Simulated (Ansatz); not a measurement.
Reaction (substitution at a C–Si bond): `C=C([SiH3])OC` + HBr → `C=C(Br)OC` + SiH₄

Isolated molecules relaxed with PBE0-D4/def2-TZVP in Ansatz; ΔE leaves out vibrations. CCSD(T)/CBS adds triple-zeta CCSD(T) − MP2 to the extrapolated MP2 energy (def2 sets, frozen cores). This one scheme is used for every species. DFT in def2-TZVPP. For Br outer-core shells are correlated without core-valence functions, which leaves a few kJ/mol of doubt a bond. Scalar relativity is left out up to krypton. Each species was taken in one conformer, which may not be the lowest.

```
             level  ΔE (kJ/mol)  difference from CCSD(T)/CBS
            PBE-D4         45.3                         -8.0
           PBE0-D4         50.2                         -3.1
            B2PLYP         49.1                         -4.2
            r2SCAN         47.3                         -6.0
              PBE0         49.1                         -4.2
SCS-MP2/def2-TZVPP         47.7                         -5.6
     HF/def2-QZVPP         55.9                          2.6
    MP2/def2-QZVPP         50.1                         -3.2
      HF/CBS(def2)         56.0                          2.7
    CCSD/CBS(def2)         55.2                          1.9
       CCSD(T)/CBS         53.3                            0
```

Largest T1 diagnostic among the species: 0.013.

From PBE to PBE0 (25 % exact exchange), in def2-TZVPP and without D4, ΔE moves by +5.0 kJ/mol. In def2-TZVPP, CCSD(T) changes the Hartree–Fock value by −3.5 kJ/mol (the triples alone add −1.9 kJ/mol) and MP2 by −6.2 kJ/mol.
